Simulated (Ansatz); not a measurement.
Stepwise reaction of `[SiH3][SbH][SiH3]` with ammonia, as a gas-phase model of exchange steps in deposition or etching. ΔE in kJ/mol; ΔG adds harmonic PBE0-D4 terms to CCSD(T)/CBS, at 1 bar.

Gas-phase electronic energies from Ansatz, PBE0-D4/def2-TZVP geometries. CCSD(T)/CBS adds triple-zeta CCSD(T) − MP2 to the extrapolated MP2 energy (def2 sets, frozen cores). This one scheme is used for every species. Functionals use def2-TZVPP. B3LYP here is the variant with VWN-RPA as its local correlation; programs differ in this. Elements past krypton have def2 core potentials. For Sb outer-core shells are correlated without core-valence functions, which leaves a few kJ/mol of doubt a bond. Each species was taken in one conformer, which may not be the lowest.

```csv
step,reaction,PBE-D4,B3LYP-D4,ωB97M-V,CCSD(T)/CBS,ΔG(600 K)
2,`[NH2][SbH][SiH3]` + NH₃ → `[NH2][SbH][NH2]` + SiH₄,45.2,35.4,33.9,35.2,34.7
```

Give the row of step 1, `[SiH3][SbH][SiH3]` + NH₃ → `[NH2][SbH][SiH3]` + SiH₄. (An estimate is asked.)

Computed: 
```json
{"step": "1", "reaction": "`[SiH3][SbH][SiH3]` + NH₃ → `[NH2][SbH][SiH3]` + SiH₄", "PBE-D4": "75.4", "B3LYP-D4": "66.8", "ωB97M-V": "69.6", "CCSD(T)/CBS": "72.9", "ΔG(600 K)": "74.0"}
```

By hand: ΔE of the 2 steps together at CCSD(T)/CBS.

(72.9) + (35.2) = 108.1 kJ/mol, or 54.1 kJ/mol a step.

In ΔE each step is lower than the one before. All are uphill at CCSD(T)/CBS. ΔG lies between 34.7 and 74.0 kJ/mol a step. PBE-D4 differs from CCSD(T)/CBS by 2.5 to 10.0 kJ/mol a step. Isolated molecules leave out the surface, adducts and barriers. Largest T1 diagnostic: 0.014.
